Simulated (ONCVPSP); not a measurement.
# What one change does to a pseudopotential (fluorine (F), ONCV)

F (Z = 9), optimised norm-conserving Vanderbilt (ONCV), made with ONCVPSP 4.0.1 (LDA (Perdew-Zunger), scalar-relativistic). Core [He], reference 2s2 2p5. Waves: 2s: rc 0.80 bohr, ncon 5, nbas 8, qcut 7.2 1/bohr, 2 projectors, debl 2.5 Ha; 2p: rc 1.35 bohr, ncon 4, nbas 8, qcut 11.5 1/bohr, 2 projectors, debl 0.9 Ha; d scattering state at 0.08 Ha: rc 1.40 bohr, ncon 4, nbas 8, qcut 8.1 1/bohr, 1 projector. Local part: polynomial inside 0.50 bohr (lpopt 5, dvloc0 2 Ha). Core correction: none.

Change: s: qcut 9; p: qcut 14.4; d: qcut 10.1.

Cutoffs: the cutoffs (Ha) at which the residual kinetic energy of the hardest occupied pseudo-wave falls to 1 and 0.1 mHa per electron; they do not see the model core or the augmentation charge, which bear on the density cutoff. Errors are all-electron minus pseudo energies relative to the spin-unpolarised reference configuration.

**Question.** What does the change do?

**Answer.** The potential gets softer (200 Ha and 250 Ha → 106 Ha and 228 Ha); of the 4 tests that both files solve, the error grows in 0 and shrinks in 4 by more than 15 % and 0.3 meV (median size 95.2 → 67.2 meV); neither file shows a bound ghost.

| quantity | base | changed |
| --- | --- | --- |
| cutoff, loose | 200 Ha | 106 Ha |
| cutoff, tight | 250 Ha | 228 Ha |
| loose cutoff by channel | s 200 Ha, p 42 Ha | s 106 Ha, p 48 Ha |
| bound ghosts | none | none |
| GHOST(+) flags under 300 eV | none | none |
| error for 2s2 2p4, meV [ΔE 19.56 eV] | +21 | +14 |
| error for 2s2 2p3, meV [ΔE 58.07 eV] | +170 | +121 |
| error for 2s2 2p2, meV [ΔE 118.80 eV] | +664 | +484 |
| error for 2s1 2p5, meV [ΔE 38.21 eV] | -12 | -4.8 |
| s: phases at 0.81 bohr within 0.05 rad from the reference energy up to (Ha; the scan ends near 5) | to the end of the scan | to the end of the scan |
| p: phases at 1.37 bohr within 0.05 rad from the reference energy up to (Ha; the scan ends near 5) | to the end of the scan | to the end of the scan |
| d: phases at 1.42 bohr within 0.05 rad from the reference energy up to (Ha; the scan ends near 5) | to the end of the scan | to the end of the scan |
